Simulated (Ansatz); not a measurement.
Basis-set extrapolation for C2H3BO2 (`OBC#CO`) (PBE0-D4/def2-TZVP geometry, frozen core, the Gaussian-basis code of Ansatz). Multiplicity 1, RHF reference.

|  | def2-TZVPP | def2-QZVPP |
| --- | --- | --- |
| HF | -251.983957 | -251.995299 |
| MP2 correlation | -0.866224 | -0.930783 |
| CCSD(T) correlation | -0.919699 | not run |

Energies in hartree. Use E(X) = E(∞) + A·exp(−7.88·√X) for Hartree–Fock and E(X) = E(∞) + B·X^(−2.97) for correlation, with X = 3 and 4, and add CCSD(T) minus MP2 of the smaller set to the MP2 limit.

Problem. What is the CCSD(T) energy at the basis-set limit?

Solution. HF limit: -251.995299 + (-0.011342) × 0.13774 = -251.99686. MP2 limit: -0.930783 + (-0.064559) × 0.74074 = -0.97860. Higher-order term: -0.919699 − (-0.866224) = -0.05348. Total: -253.02894 hartree, 328.9 kJ/mol below CCSD(T)/def2-TZVPP.
